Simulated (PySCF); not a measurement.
A calculated (M06-2X, PySCF 2.14, x2c-TZVPall, the spin-free X2C one-electron Hamiltonian (Gaussian nucleus)) atom or ion has these occupied shells.

| shell | electrons | orbital energy (eV) | rms radius, mean of both spins (bohr) |
| --- | --- | --- | --- |
| 1s | 2 | -3176.5 | 0.0993 |
| 2s | 2 | -315.21 | 0.449 |
| 2p | 6 | -245.47 | 0.417 |
| 3s | 2 | -29.419 | 1.52 |
| 3p | 6 | -13.460 | 1.81 |

**Question.** Name the element and its charge.

**Answer.** Ar (argon, neutral), in [Ar], closed-shell 1S.
